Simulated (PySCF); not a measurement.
F5W, neutral, multiplicity 2. Atoms are numbered in the order given.

```xyz
6

W      0.0000     0.0000     0.0174
F     -1.8355     0.3753     0.2018
F      1.8355    -0.3753     0.2018
F     -0.5412    -1.2730    -1.2057
F      0.5412     1.2730    -1.2057
F      0.0000     0.0000     1.8644
```
Charge 0, spin multiplicity 2.

Coordinates come from a r2SCAN-D4/def2-SVP optimisation. The multiplicity is an assumed one; no other spin state was optimised. The isomer is the one that the SMILES or the coordinates give; other isomers of the formula were not compared. The def2 effective core potentials stand for the cores of W; spin–orbit coupling is left out.

These are TDA-LC-ωPBE/def2-SVPD in PySCF 2.14.0 values and carry that method's errors.

Vertical excitations. The molecule is in vacuum.

**Question.** Give excitation energies, oscillator strengths and character. (The exact figures need the calculation; the answer reports its results.)

**Answer.** 
```json
[
 {"state": "root 1", "energy (eV)": "0.72", "λ (nm)": "1732", "f": "0.000", "main pairs": "α HOMO→LUMO 98 %"},
 {"state": "root 2", "energy (eV)": "0.99", "λ (nm)": "1252", "f": "0.000", "main pairs": "α HOMO→LUMO+1 97 %"},
 {"state": "root 3", "energy (eV)": "2.43", "λ (nm)": "511", "f": "0.002", "main pairs": "α HOMO→LUMO+2 97 %"},
 {"state": "root 4", "energy (eV)": "5.09", "λ (nm)": "244", "f": "0.000", "main pairs": "α HOMO→LUMO+7 59 %, α HOMO→LUMO+3 33 %"},
 {"state": "root 5", "energy (eV)": "6.26", "λ (nm)": "198", "f": "0.000", "main pairs": "α HOMO−1→LUMO 67 %, β HOMO→LUMO 28 %"},
 {"state": "root 6", "energy (eV)": "6.60", "λ (nm)": "188", "f": "0.002", "main pairs": "α HOMO−2→LUMO 67 %, β HOMO−1→LUMO 18 %, β HOMO−4→LUMO 8 %"},
 {"state": "root 7", "energy (eV)": "6.70", "λ (nm)": "185", "f": "0.001", "main pairs": "α HOMO−3→LUMO 88 %, β HOMO−3→LUMO 9 %"},
 {"state": "root 8", "energy (eV)": "6.71", "λ (nm)": "185", "f": "0.000", "main pairs": "α HOMO→LUMO+3 53 %, α HOMO→LUMO+7 25 %, α HOMO→LUMO+11 10 %"},
 {"state": "root 9", "energy (eV)": "6.80", "λ (nm)": "182", "f": "0.000", "main pairs": "α HOMO−1→LUMO+1 68 %, β HOMO→LUMO+2 6 %, β HOMO−1→LUMO 6 %"},
 {"state": "root 10", "energy (eV)": "6.90", "λ (nm)": "180", "f": "0.000", "main pairs": "α HOMO−4→LUMO 51 %, β HOMO−2→LUMO 40 %"}
]
```
Unrestricted roots are not spin-pure.
